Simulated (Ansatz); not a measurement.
Job for Ansatz (a quantum-chemistry and plane-wave program): R-r2SCAN/def2-TZVPPD on CHClO (a complex), monomers drawn apart or pushed together. Files ending in .json are basis or fitting sets from the Basis Set Exchange.

Ansatz 0.2 input:
```yaml
crystal:
  periodic: [false, false, false]
  atoms:
    - {symbol: Cl, position_ang: [-0.03322094, 0.05094674, -0.99541496]}
    - {symbol: H, position_ang: [-0.02208516, -0.10406125, 0.28305948]}
    - {symbol: C, position_ang: [0.01273489, -0.59907755, 4.36899425]}
    - {symbol: O, position_ang: [0.02239663, -0.73375772, 5.48351404]}
basis:
  gaussian:
    orbitals: def2-TZVPPD.json
hamiltonian:
  xc: {name: r2SCAN}
scf: {lower_state_search: off}
```

Program output:

```
WARN ansatz: RAYON_NUM_THREADS=1 ignored (pool sized by the plan → 1); use --threads N
Functional definition: r2SCAN
these checks for a lower state are left out or cut short: stability, starts, cluster_reference, orbital_swaps, neighbouring_geometries, increment
integrals: 0.04 GiB planned
741 factors; their error is unknown
mean field: 0.34 GiB planned
mean field evaluation 1: about -15619.5259 eV, gradient 3.7e1 eV
mean field evaluation 2: about -15612.6358 eV, gradient 7.3e1 eV
mean field evaluation 4: about -15621.6872 eV, gradient 1.3e0 eV
mean field evaluation 8: about -15621.6935 eV, gradient 1.8e-2 eV
mean field evaluation 16: about -15621.6837 eV, gradient 1.5e-5 eV
mean field -15621.68373009 eV, -574.0862883233 hartree, gradient 1.4e-6 eV, S^2 0.000000; 0 other end points of the search recorded, 0 dependent functions left out
reference -15621.68375370 eV, -574.0862891911 hartree; 16, 16 occupied and 129, 129 virtual orbitals, 741 factors
Total energy: -15621.68375370 eV, -574.0862891911 hartree
Checks for a lower state left out: stability, starts, cluster_reference, orbital_swaps, neighbouring_geometries, increment
```

The calculation finished and met its thresholds.

Cost: very roughly 1.9 core-seconds.
